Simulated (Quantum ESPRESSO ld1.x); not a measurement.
Question: Radial electron density D(r) = 4 pi r^2 rho(r) of an atom or ion with 20 electrons. Method: non-relativistic Kohn-Sham, PW91, spin-unpolarised, spherical densities, point nucleus; computed with ld1.x of Quantum ESPRESSO 7.5.

r (bohr),D(r) (e/bohr)
0.004058,1.237
0.004687,1.605
0.005413,2.073
0.006251,2.665
0.007219,3.406
0.008337,4.325
0.009628,5.450
0.01112,6.808
0.01284,8.418
0.01483,10.29
0.01713,12.41
0.01978,14.74
0.02284,17.20
0.02638,19.68
0.03047,21.99
0.03519,23.96
0.04064,25.35
0.04693,25.98
0.0542,25.76
0.0626,24.72
0.07229,23.09
0.08349,21.29
0.09642,19.87
0.1114,19.36
0.1286,20.11
0.1485,22.04
0.1715,24.63
0.1981,26.91
0.2306,27.84
0.2663,26.55
0.3076,23.09
0.3552,18.23
0.4102,13.32
0.4738,9.675
0.5471,8.027
0.6319,8.176
0.7298,9.155
0.8428,9.797
0.9733,9.367
1.124,7.850
1.298,5.777
1.499,3.799
1.731,2.328
2,1.432
2.309,0.9486
2.667,0.6683
3.08,0.4566
3.557,0.2761
4.108,0.1406
4.744,0.05903
5.479,0.01947
6.328,0.004554
7.308,0.0007429

What is the nuclear charge?

Answer: Z = 22. The innermost maximum, from 1s, lies near 1/Z = 0.0455 bohr (found: 0.0485), and its height grows with Z. The density is that of the titanium ion Ti2+ in [Ne] 3s2 3p5 3d2 4s1; the configuration itself is not fixed sharply by these data, and Z only to about a unit. D(r) has 3 maxima, at r = 0.0485, 0.229, 0.863 bohr, and minima at 0.110, 0.579 bohr, inside which lie 2.15, 10.50 electrons.
